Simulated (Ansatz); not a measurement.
AsH5OSi can be A, `O[AsH][SiH3]`, or B, `O[SiH2][AsH2]`.

Computed with Ansatz on PBE0-D4/def2-TZVP structures; ΔE is electronic, products minus reactants. CCSD(T)/CBS adds triple-zeta CCSD(T) − MP2 to the extrapolated MP2 energy (def2 sets, frozen cores). DFT in def2-TZVPP. B3LYP here is the variant with VWN-RPA as its local correlation; programs differ in this. For As outer-core shells are correlated without core-valence functions, which leaves a few kJ/mol of doubt a bond. Scalar relativity is left out up to krypton. Each species was taken in one conformer, which may not be the lowest.

(1) Which isomer does CCSD(T)/CBS put lower? Give the gap. (Estimate.)

(2) Give E(B) − E(A) in kJ/mol with CCSD(T)/def2-TZVPP, B3LYP, HF/def2-TZVPP, ωB97M-V, BLYP-D4, B3LYP-D4, PBE0-D4. (Estimate.)

(3) Does the order hold for the free energy at 298.15 K (harmonic terms from PBE0-D4)? (Estimate.)

Largest T1 diagnostic: 0.012.

Answers

(1) The calculation gave: B, by 127.7 kJ/mol.

(2) Ansatz gave: CCSD(T)/def2-TZVPP -124.6, B3LYP -118.9, HF/def2-TZVPP -130.3, ωB97M-V -123.9, BLYP-D4 -111.3, B3LYP-D4 -119.2, PBE0-D4 -121.5. None reverses the order clearly.

(3) Ansatz gave: Yes: G(B) − G(A) = -127.3 kJ/mol, for one conformer each.

From r2SCAN to r2SCAN0 (25 % exact exchange), in def2-TZVPP and without D4, E(B) − E(A) moves by −6.0 kJ/mol. Leaving LDA and LC-ωPBE aside and taking each functional with its dispersion term where it has one, the values, not all of them listed here, spread over 19.7 kJ/mol, from r2SCAN0-D4 to revPBE-D4. LDA lies −10.4 kJ/mol from PBE without D4.
